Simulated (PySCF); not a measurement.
# Relaxation of triplet IrS(OH)

Level of theory: PySCF, UPBE0, basis Ir def2-TZVP with ECP60, S def2-TZVP, O def2-TZVP, H def2-TZVP (scalar-relativistic core potentials, no spin–orbit coupling, density fitting). A (50,194) grid was used.

A hand-made linear (heavy-atom frame) start, of Cs symmetry, held to at least that symmetry:

```xyz
4
charge 0 multiplicity 3, angstrom
Ir    0.0031    0.0000    0.1436
S     0.0031    0.0000   -1.9464
O     0.0031    0.0000    1.9936
H    -0.7323    0.0000    2.6107
```

What does it relax to?

It ends at Cs with Ir–O 1.888 Å, Ir–S 2.062 Å, O–H 0.962 Å; H–O–Ir 125.0°, O–Ir–S 179.9°. A frequency run shows 1 imaginary mode, down to 57i cm⁻¹, so it is a saddle point. Other isomers or separated fragments may lie lower.

How much energy is released, and in how many steps?

2.8 kJ/mol in 6 steps.

Open d and f shells are described by one determinant, and the ground state may have another occupation or spin. At this level a singlet minimum of Cs symmetry lies 42 kJ/mol below this structure. Spin–orbit coupling, left out here, can matter for elements this heavy.

The relaxation took of the order of 2.1 core-minutes on a shared host.
